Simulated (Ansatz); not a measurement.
This geometry of BFH2In (5 atoms, charge 0, multiplicity 2) is a first-order saddle point.

These are results of Ansatz 0.2.0, UKS BHLYP/def2-SVP, not measurements.

```xyz
5
Properties=species:S:1:pos:R:3
F 0.495 -1.666 1.965
B 0.254 -0.856 1.009
In -0.158 0.532 -0.628
H -1.189 -0.070 -1.852
H 0.599 2.059 -0.495
```

Q: Which two structures does it join? (They come from a converged band through this point; their orientation in space is the band's.)

A: No bond is made or broken.  The two ends are copies of one structure, up to a mirror image or an exchange of like atoms.

Image 0:

```xyz
5
Properties=species:S:1:pos:R:3
F 0.675 -1.730 1.830
B 0.614 -1.012 0.775
In -0.340 0.580 -0.464
H -1.355 0.034 -1.740
H 0.407 2.129 -0.402
```

Image 8:

```xyz
5
Properties=species:S:1:pos:R:3
F 0.288 -1.557 2.074
B -0.118 -0.684 1.233
In 0.052 0.404 -0.708
H -0.991 -0.128 -1.969
H 0.769 1.966 -0.630
```

Q: How far does it lie above each of them?

A: 2.8 kJ/mol above the first and 2.8 kJ/mol above the second. This is the barrier of this one path; another mechanism may lie lower.

The run took 120 s on 1 thread of AMD EPYC 7R43 64-Core Processor (Zen 3) (shared host), peak memory 0.18 GiB.
